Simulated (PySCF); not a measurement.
C2H6N2OSi.

```xyz
12

C     -1.2723    -0.9743    -0.9712
Si    -0.2727     0.5404    -0.5992
N     -1.2388     1.9131    -0.3241
O      0.6103     0.1667     0.8697
C      1.3284    -0.8801     1.0200
N      1.9839    -1.8368     1.1752
H     -2.0396    -1.1349    -0.1963
H     -0.6302    -1.8695    -0.9933
H     -1.7786    -0.8871    -1.9449
H      0.7815     0.8755    -1.5882
H     -2.1063     1.8622     0.2004
H     -0.8434     2.8473    -0.2977
```
Charge 0, spin multiplicity 1.

Geometry: r2SCAN-D4/def2-SVP. The structure was generated by enumeration; whether it is a known compound was not checked. One conformer was computed; it need not be the lowest.

Level of theory: PySCF with PBE/pcSseg-1. Non-relativistic, no solvent.

Give the absolute GIAO shielding of each atom: isotropic value and principal components (ppm). (An estimate is asked for; the answer gives what the named calculation found.)


```json
[
 {"atom": "C1", "σ(iso)": "184.9", "σ11": "177.2", "σ22": "186.9", "σ33": "190.4", "span": "13.2"},
 {"atom": "Si2", "σ(iso)": "335.4", "σ11": "308.0", "σ22": "323.7", "σ33": "374.5", "span": "66.5"},
 {"atom": "N3", "σ(iso)": "224.3", "σ11": "204.6", "σ22": "214.9", "σ33": "253.4", "span": "48.8"},
 {"atom": "O4", "σ(iso)": "238.7", "σ11": "181.8", "σ22": "199.1", "σ33": "335.4", "span": "153.6"},
 {"atom": "C5", "σ(iso)": "69.1", "σ11": "-42.0", "σ22": "-37.9", "σ33": "287.3", "span": "329.3"},
 {"atom": "N6", "σ(iso)": "82.4", "σ11": "-58.2", "σ22": "-27.8", "σ33": "333.2", "span": "391.5"},
 {"atom": "H7", "σ(iso)": "30.9", "σ11": "27.3", "σ22": "28.4", "σ33": "36.9", "span": "9.5"},
 {"atom": "H8", "σ(iso)": "30.2", "σ11": "25.3", "σ22": "28.8", "σ33": "36.6", "span": "11.3"},
 {"atom": "H9", "σ(iso)": "31.0", "σ11": "26.7", "σ22": "27.9", "σ33": "38.3", "span": "11.6"},
 {"atom": "H10", "σ(iso)": "26.1", "σ11": "22.9", "σ22": "24.2", "σ33": "31.3", "span": "8.5"},
 {"atom": "H11", "σ(iso)": "29.9", "σ11": "23.6", "σ22": "26.5", "σ33": "39.6", "span": "16.0"},
 {"atom": "H12", "σ(iso)": "29.7", "σ11": "23.2", "σ22": "25.2", "σ33": "40.6", "span": "17.4"}
]
```
